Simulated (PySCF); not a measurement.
# Working out the ionisation energy of Pd

Pd [Kr] 4d10 (1S) → Pd⁺ [Kr] 4d9 (2D). Calculation: PySCF 2.14, in cc-pVTZ-PP with ECP28MDF (5s5p4d2f1g, 63 functions); a scalar-relativistic core potential. Frozen: 4s2 4p6. Energies in hartree (1 hartree = 27.21139 eV):

| part | Pd (lower) | Pd⁺ (upper) |
| --- | --- | --- |
| UHF | -126.609012 | -126.379654 |
| MP2 opposite-spin | -0.237195 | -0.183901 |
| MP2 same-spin | -0.131025 | -0.102459 |

Task: What does Hartree-Fock give?

Result: (-126.379654) − (-126.609012) = 0.229358 hartree = 6.241 eV.

Task: What do MP2 and SCS-MP2 (6/5 opposite-spin, 1/3 same-spin) give?

Result: The opposite-spin parts differ by 1.450 eV and the same-spin parts by 0.777 eV. MP2: 6.241 + (1.450) + (0.777) = 8.468 eV. SCS-MP2: 6.241 + 1.2 × (1.450) + (0.777)/3 = 8.240 eV.

Measured between the centres of the two terms (NIST): 8.512 eV, so MP2 (valence) is off by -0.044 eV.

What remains against the reference includes basis incompleteness, the frozen core and correlation beyond second order.
